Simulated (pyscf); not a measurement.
Single points on ωB97X-D3(BJ)/def2-SVP structures (PySCF, gas phase).

Q: How much does it cost (ΔH, 298 K, ωB97M-D3(BJ)/def2-TZVP) to split H₃Si–NH–SiH₂–SiH₃ (SMILES [SiH3]N[SiH2][SiH3]) at its N–Si bond into •HN–SiH₃ + •H₂Si–SiH₃?

A: N–Si to •HN–SiH₃ + •H₂Si–SiH₃: 4.53 eV. The 7 functionals that were run give +4.15 (r²SCAN) to +4.60 eV (ωB97X-D3(BJ)). H₃Si–NH–SiH₂–SiH₃ lies 0.66 eV over its isomer H₃Si–N(SiH₃)–SiH₃, and others may lie lower still (electronic energy, ωB97M-D3(BJ)). •HN–SiH₃ lies 0.90 eV over its isomer H₂N–SiH₂•, and others may lie lower still (electronic energy, ωB97M-D3(BJ)). Other isomers of •H₂Si–SiH₃ were not searched in full and may lie lower.
